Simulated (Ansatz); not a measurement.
Total energies of `CN(C)c1ccc(-c2ccc(-c3ccc(-c4ccc(-c5ccc(-c6ccc(C#N)cc6)cc5)cc4)cc3)cc2)cc1` from Ansatz at PBE0-D4/def2-SVP, gas phase (1 Eh = 27.2114 eV = 2625.5 kJ/mol). The reference geometry is relaxed at r2SCAN-D4/def2-SVP.

```json
{"state": "charge 0 singlet", "geometry": "reference", "energy (Eh)": "-1610.79077"}
{"state": "charge 1 doublet", "geometry": "reference", "energy (Eh)": "-1610.55249"}
{"state": "charge -1 doublet", "geometry": "reference", "energy (Eh)": "-1610.82952"}
{"state": "charge -1 doublet", "geometry": "relaxed at r2SCAN-D4/def2-SVP", "energy (Eh)": "-1610.83511"}
{"state": "free C atom (triplet)", "geometry": "–", "energy (Eh)": "-37.76066"}
{"state": "free N atom (quartet)", "geometry": "–", "energy (Eh)": "-54.47898"}
{"state": "free H atom (doublet)", "geometry": "–", "energy (Eh)": "-0.50029"}
```

Single mean-field runs in def2-SVP are fitted with def2-universal-jkfit.

(1) Work out the vertical ionisation energy to the doublet.

(2) Work out the vertical electron affinity, to the doublet.

(3) Give the fundamental gap IE − EA, the Mulliken electronegativity (IE + EA)/2 and the hardness (IE − EA)/2.

(4) How much does the charge -1 doublet relax, and what is the adiabatic electron affinity?

(5) What is the binding energy per atom against free atoms?

(1) E(charge 1 doublet) − E(charge 0 singlet) = -1610.55249 − (-1610.79077) = 0.23828 Eh = 6.48 eV. For comparison, −ε of the highest occupied level is 5.34 eV at this level, 1.14 eV less.

(2) E(charge 0 singlet) − E(charge -1 doublet) = -1610.79077 − (-1610.82952) = 0.03875 Eh = 1.05 eV. The basis lacks diffuse functions, which makes affinities too small.

(3) From the values in Eh: IE − EA = 0.23828 − 0.03875 = 0.19953 Eh = 5.43 eV; (IE + EA)/2 = 3.77 eV; (IE − EA)/2 = 2.71 eV. The HOMO–LUMO gap of the same run is 3.33 eV, 2.10 eV smaller than the fundamental gap.

(4) Relaxation: -1610.82952 − (-1610.83511) = 0.00559 Eh = 0.15 eV. Adiabatic electron affinity: 0.04434 Eh = 1.21 eV, without zero-point energy. 

(5) Atoms: 39 × (-37.76066) + 2 × (-54.47898) + 30 × (-0.50029) = -1596.63240 Eh. Binding: -1596.63240 − (-1610.79077) = 14.15837 Eh = 385.27 eV, or 5.43 eV for each of 71 atoms (no zero-point energy, no counterpoise term).
